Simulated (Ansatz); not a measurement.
Reaction (cleavage of the Si–Si bond): `O[SiH](O)[SiH](Cl)Cl` + `C=C[SiH2]N` → `C=C[SiH2]N[SiH](Cl)Cl` + `O[SiH2]O`

Program: Ansatz. Geometries: PBE0-D4/def2-TZVP. ΔE: electronic, gas phase. CBS: MP2 limit from def2 TZ/QZ plus the TZ coupled-cluster correction, frozen cores. Functionals use def2-TZVPP. B3LYP here is the variant with VWN-RPA as its local correlation; programs differ in this. Each species was taken in one conformer, which may not be the lowest.

`O[SiH](O)[SiH](Cl)Cl`:

Cartesian coordinates in Å:
```
O 0.472 1.811 0.496
Si -0.570 0.683 -0.076
O -0.721 0.667 -1.711
Si 0.293 -1.445 0.403
Cl 2.341 -1.266 0.201
Cl -0.138 -1.951 2.346
H 1.409 1.655 0.354
H -1.859 0.994 0.587
H -1.100 1.431 -2.149
H -0.127 -2.579 -0.450
```

`C=C[SiH2]N`:

```xyz
11

C     0.343    0.984   -1.442
C     0.323   -0.311   -1.139
Si   -0.104   -0.953    0.559
N    -0.479    0.257    1.715
H     0.594    1.349   -2.434
H     0.105    1.740   -0.697
H     0.570   -1.026   -1.924
H     1.055   -1.734    1.072
H    -1.284   -1.853    0.437
H    -1.364    0.735    1.707
H     0.241    0.812    2.146
```

`C=C[SiH2]N[SiH](Cl)Cl`:

Cartesian coordinates in Å:
```
C -0.017 2.090 -0.296
C -1.146 1.488 0.066
Si -1.221 -0.251 0.708
N 0.342 -1.018 0.722
Si 1.291 -1.630 -0.544
Cl 3.060 -0.602 -0.718
Cl 0.228 -1.429 -2.271
H 0.945 1.588 -0.233
H -0.001 3.107 -0.676
H -2.079 2.043 -0.026
H -1.685 -0.256 2.122
H -2.174 -1.046 -0.106
H 0.786 -1.038 1.631
H 1.671 -3.045 -0.379
```

`O[SiH2]O`:

Z-matrix (Å, degrees):
```
Si
O 1 1.642
O 1 1.642 2 113.5
H 1 1.481 2 111.5 3 116.9
H 1 1.481 2 103.8 3 -121.2
H 2 0.958 1 117.7 3 -66.0
H 3 0.958 1 117.7 2 -66.0
```

CCSD(T)/CBS gives -92.5 kJ/mol.

Q: Another level gave -87.2 kJ/mol. Which?
A. HF/def2-TZVPP
B. B3LYP/def2-TZVPP
C. ωB97X-V/def2-TZVPP
D. MP2/def2-TZVPP

A: C. ωB97X-V -87.2, HF/def2-TZVPP -97.4, MP2/def2-TZVPP -103.1, B3LYP -78.2 kJ/mol.

Largest T1 diagnostic among the species: 0.011.

The D4 term adds −8.0 kJ/mol with B3LYP and −4.8 kJ/mol with PBE0; it sums over pairs of atoms, weighted by their polarisabilities, and B3LYP, whose exchange is more repulsive, gets the larger term. From PBE to PBE0 (25 % exact exchange), in def2-TZVPP and without D4, ΔE moves by −9.0 kJ/mol.
